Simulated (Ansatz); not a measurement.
H4OS2Si (`O[SiH](S)S`), relaxed with RKS PBE0-D4/def2-TZVP in the Gaussian-basis code of Ansatz from a PBE-D4/def2-SVP geometry. The force threshold is 0.005 eV/Å; the program also tests the step.

The species carries charge 0 and has multiplicity 1.

Start:

```xyz
8

O     1.067   -0.743   -1.353
Si    0.013   -0.606   -0.061
S    -1.647    0.610   -0.734
S     0.811    0.236    1.764
H     1.366    0.098   -1.741
H    -0.326   -2.016    0.294
H    -2.053    0.903    0.533
H     0.769    1.517    1.299
```

```tsv
step	energy (eV)	largest force (eV/Å)	largest move (Å)
1	-31652.6586	0.993	0.000
2	-31652.7025	0.456	0.037
3	-31652.7095	0.150	0.042
4	-31652.7122	0.157	0.043
5	-31652.7136	0.018	0.022
6	-31652.7137	0.013	0.006
7	-31652.7137	0.008	0.020
8	-31652.7138	0.002	0.009
```

End:

```xyz
8

O     1.031   -0.724   -1.336
Si    0.013   -0.592   -0.062
S    -1.627    0.608   -0.718
S     0.845    0.235    1.719
H     1.396    0.081   -1.709
H    -0.346   -1.979    0.289
H    -2.064    0.865    0.525
H     0.753    1.506    1.291
```

Hardware: 2 threads of an Arm Neoverse V2 on a shared host. Wall time 29 s, peak host memory 0.41 GiB.
